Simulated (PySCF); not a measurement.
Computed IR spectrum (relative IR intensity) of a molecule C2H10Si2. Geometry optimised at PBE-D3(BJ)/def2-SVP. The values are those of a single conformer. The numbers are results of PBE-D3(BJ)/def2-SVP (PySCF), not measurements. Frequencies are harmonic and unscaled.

Lines under 2 % of the strongest are left out, and lines within 2 cm⁻¹ are merged.

ν (cm⁻¹): 349 (w), 472 (w), 716 (m), 760 (vs), 839 (m), 891 (w), 904 (w), 910 (m), 952 (w), 1031 (vw), 1427 (vw), 2134 (m), 2142 (m), 2144 (w), 2156 (s), 2161 (m), 2964 (w), 2972 (vw), 3048 (w), 3052 (w) (against the strongest line: vs over 80 %, s over 45 %, m over 15 %, w over 4 %, vw less)

Q: Pick the molecule that these values belong to.
A. C[SiH2][SiH2]C
B. CC([SiH3])[SiH3]
C. CC[SiH2][SiH3]
D. [SiH3]CC[SiH3]

A: C, CC[SiH2][SiH3]
